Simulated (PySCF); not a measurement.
# Diatomics of Be with the alkaline earths

r²SCAN with double-zeta basis sets in PySCF, for the lowest determinant that a PBE0 search found; no spin–orbit coupling. De refers to high-spin ground-configuration atoms. A positive dipole means M(−)Be(+).

```csv
M,basis,state (unpaired electrons),Re (Å),ωe (cm⁻¹),De (eV),μ (D)
Be,def2-SVP,singlet (closed shell),2.488,346,0.39,n/a
Mg,def2-SVPD,singlet (closed shell),2.994,196,0.24,-0.69
Ca,def2-SVP,singlet (closed shell),3.308,189,0.32,-1.10
Sr,def2-SVP,singlet (closed shell),3.490,170,0.29,-1.16
```

(1) By what factor does the harmonic wavenumber vary along the series?

The rows differ in basis set, which adds steps of its own.

Down a group the atoms grow and get heavier, so bonds lengthen and wavenumbers fall; this series shows no clear exception.

Closed-shell solutions of metal pairs were not tested for spin polarisation, which can lower them a little. Weak bonds: Be2, CaBe, MgBe, SrBe. Basis-set superposition, not corrected here, can be much of De in a small basis, most of all at correlated wavefunction levels. Functionals without a dispersion term scatter widely for such bonds, and LDA overbinds them.

## Answers

(1) At r²SCAN it runs from 170 cm⁻¹ (SrBe) to 346 cm⁻¹ (Be2), a factor of 2.04.
